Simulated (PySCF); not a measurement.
NMR data simulated for an unnamed compound:

1H NMR (400 MHz, computed): δ 9.96 (s, 1H), 8.08 (d, 2H), 6.85 (d, 2H), 4.85 (s, 3H), 3.57 (br s, 1H).

13C{1H} NMR (computed): δ 192.8 (CH), 157.4 (C), 139.2 (CH), 132.2 (C), 118.2 (CH).

Computed data (PySCF 2.14.0 with density-fitted response routines): coordinates at the GFN2-xTB level, GIAO PBE0/pcSseg-1 shieldings. Isolated molecule, non-relativistic Hamiltonian, one computed conformer, fast rotation and ring inversion assumed for equivalent nuclei.

δ = σ(ref) − σ, references computed at the same level: 1H (31.72 ppm) and 13C (186.93 ppm) against TMS.

**Question.** Which of these does the molecule contain: an aldehyde, a Si–H bond, a (CH3)2CH unit, a C≡C triple bond, a CH3CH2 unit, an NH or NH2 group?

**Answer.** 
- An aldehyde: yes (δC 192.8; δH 9.96 (s)).
- A Si–H bond: yes (δH 4.85 (s)).
- A (CH3)2CH unit: no.
- A C≡C triple bond: no.
- A CH3CH2 unit: no.
- An NH or NH2 group: yes (δH 3.57 (br s)).

The data belong to `O=Cc1ccc(N[SiH3])cc1`, C₇H₉NOSi; they needn't prove each group on their own.

Carbon signals by region: 1 in the far downfield region (above 160 ppm), 4 in the sp2 and nitrile region (100–160 ppm). Above 160 ppm: 192.8, aldehyde carbonyl carbon.

OH and NH positions are those of a molecule without intermolecular hydrogen bonds; in solution they move with solvent, concentration and temperature, and exchange usually removes their couplings. Shifts are as computed. Against solution values, carbons near 30 ppm lie about +3 ppm off and those near 130 ppm about +5 ppm. Of 1211 compounds with measured shifts, 218 miss one by over three times the rms of a fit or turn the order of signals round; such compounds aren't used in these exercises. Multiplicities follow the n + 1 count of equivalent neighbours, as no J values were calculated; m marks all less simple cases, F and P coupling included.
